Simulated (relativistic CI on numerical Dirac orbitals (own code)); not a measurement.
**Eu3+ (4f6) in a crystal field**

Calculated by Dirac-Coulomb-Breit CI, orbitals from a KLI potential per configuration, a model potential for QED, valence Slater integrals scaled by 0.7, one configuration in a parametric crystal field (own radial code).

Field parameters in Wybourne normalisation; cubic f-shell fields have B⁴₄ = √(5/14) B⁴₀ and B⁶₄ = −√(7/2) B⁶₀. The field is a parameter set, without covalency.

S and J are read from ⟨S²⟩ = S(S + 1) and ⟨J²⟩ = J(J + 1) of each level; they are not fictitious spins.

Oh, B40 = 1940, B60 = 420 cm⁻¹, the lowest 16 levels:

```
E (cm⁻¹)  Degeneracy  Irrep     S     J
     0.0           1     A1  2.90  0.25
     443           3     T1  2.93  1.13
    1023           2      E  2.95  2.06
    1258           3     T2  2.95  2.16
    2026           1     A2  2.97  3.06
    2106           3     T2  2.97  3.01
    2181           3     T1  2.97  3.06
    2883           3     T2  2.97  3.98
    3215           1     A1  2.97  4.00
    3222           3     T1  2.97  4.04
    3230           2      E  2.97  4.08
    4007           3     T2  2.97  5.09
    4028           3     T1  2.97  4.94
    4064           2      E  2.97  4.98
    4354           3     T1  2.97  5.00
    4989           2      E  2.95  5.93
```

D3d, B20 = -80, B40 = 590, B43 = -1740, B60 = -280, B63 = 310, B66 = 650 cm⁻¹, the lowest 10 levels:

| E (cm⁻¹) | Degeneracy | Irrep | S | J |
| --- | --- | --- | --- | --- |
| 0.0 | 1 | A1 | 2.90 | 0.29 |
| 417 | 1 | A2 | 2.93 | 1.18 |
| 451 | 2 | E | 2.93 | 1.15 |
| 1013 | 2 | E | 2.95 | 2.14 |
| 1048 | 1 | A1 | 2.95 | 2.19 |
| 1402 | 2 | E | 2.95 | 2.04 |
| 2043 | 1 | A2 | 2.97 | 3.03 |
| 2075 | 2 | E | 2.97 | 3.06 |
| 2159 | 1 | A1 | 2.97 | 3.00 |
| 2162 | 2 | E | 2.97 | 3.02 |

The next free-ion level lies 455 cm⁻¹ above the lowest; the ground level cannot split, and the field only mixes in higher J.

Levels of this model without a field, named by their leading LS term (the scale mimics covalency, so terms lie below those of the real free ion): ⁷F0 0, ⁷F1 455, ⁷F2 1197, ⁷F3 2096, ⁷F4 3074, ⁷F5 4080, ⁷F6 5076, ⁵D0 12951 cm⁻¹.
